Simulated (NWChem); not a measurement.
Species: C$_{4}$H$_{4}$F$_{2}$; SMILES C=C/C(F)=C/F

```xyz
10

C     -0.0490     2.4438     0.0000
C     -0.6907     1.2689     0.0000
C     -0.0182    -0.0145     0.0000
F      1.3132     0.0112     0.0000
C     -0.6582    -1.1933     0.0000
F     -0.0121    -2.3477     0.0000
H      1.0425     2.4897     0.0000
H     -0.5996     3.3863     0.0000
H     -1.7845     1.2309     0.0000
H     -1.7469    -1.2736     0.0000
```
Atoms are numbered in this order, from 1.

Program: NWChem. Structure relaxed at the PBE0/def2-SVP level. Level: PBE0/def2-SVP with SMD (1 M gas to 1 M solution), gas-phase geometry.

For solvent water:

* **solvation free energy (kcal/mol)**: 0.8
* **cavity-dispersion-structure term (kcal/mol)**: 5.1
* **dipole in solution (D)**: 2.83

### Question
Estimate the same quantities for solvent toluene.

### Answer
- solvation free energy (kcal/mol): -2.2
- cavity-dispersion-structure term (kcal/mol): 0.1
- dipole in solution (D): 2.54
